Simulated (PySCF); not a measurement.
C2H13NSi3 (charge +1 and doublet state).
Z-matrix (Å and degrees, GFN2-xTB geometry), rows numbered from 1:
```
C 
N   1  1.4474
Si  2  1.6974  1  127.78
Si  3  2.5365  2  110.31  1    78.93
C   4  1.8769  3  104.23  2    16.34
Si  5  1.9505  4  114.90  3   179.10
H   1  1.0909  2  110.01  3   125.92
H   1  1.0918  2  110.99  3  -114.50
H   1  1.0864  2  110.00  3     6.33
H   2  1.0109  1  111.59  3   175.19
H   3  1.4559  2  109.98  1   -32.59
H   3  1.4528  2  107.52  1  -166.59
H   4  1.4626  3  103.57  2  -104.69
H   4  1.4614  3  102.52  2   138.12
H   5  1.0905  4  110.47  3    57.67
H   5  1.0905  4  110.26  3   -59.77
H   6  1.4598  5  106.21  4    58.90
H   6  1.4594  5  105.49  4   179.15
H   6  1.4594  5  106.32  4   -60.54
```

The hyperfine couplings belong to this conformer and change with its torsions.

As a line formula: `[SiH2](C[SiH3])[SiH2][NH+]C` [radical] (charge +1).

Method: PySCF, UKS B3LYP, pcH-1 on C H N Si, non-relativistic, mean-field spin-orbit, GIAO. One conformer (not necessarily the lowest) at the GFN2-xTB geometry, without solvent, vibrations or thermal averaging. GFN2-xTB frequencies show an imaginary mode (21i cm⁻¹), so this geometry is no minimum at that level. The geometry wasn't refined by DFT: couplings that depend on bond lengths, twists or pyramidal angles can differ widely from those at the functional's own minimum, by a factor of two or more for some ions and for spin on atoms past the first row. The SCF solution wasn't tested for stability.

Largest spin populations (Mulliken): N2 (+0.42), Si4 (+0.30), Si3 (+0.08) and H11 (+0.06).

Problem. How do the β-proton couplings of this frozen conformer go with θ, the angle between the C–H bond and the normal to the plane of the spin centre's three neighbours, both seen down the bond from centre to carbon?

Solution. 
```
β H  on  centre  θ (°)  cos²θ   a (G)
 H7  C1      N2     34   0.69  +25.82
 H8  C1      N2     27   0.80  +24.53
 H9  C1      N2     86   0.00   +0.01
```

Fitting the Heller–McConnell form a = ρ(B0 + B2 cos²θ), with Mulliken ρ = 0.42, gives B0 = 0.4 G and B2 = 79.4 G, with a largest miss of 2.5 G. By this fit the coupling would be 33.5 G at θ = 0° and 0.2 G at 90°.

Problem. What would the freely rotating methyl group on C1 show?

Solution. Three equal couplings, a 1:3:3:1 quartet. The mean of the three values of this geometry estimates the splitting: 16.8 G, or 47.1 MHz (three bonds 120° apart have a mean cos²θ of 1/2 at any torsion).

Couplings in gauss use g_iso = 2.0052.
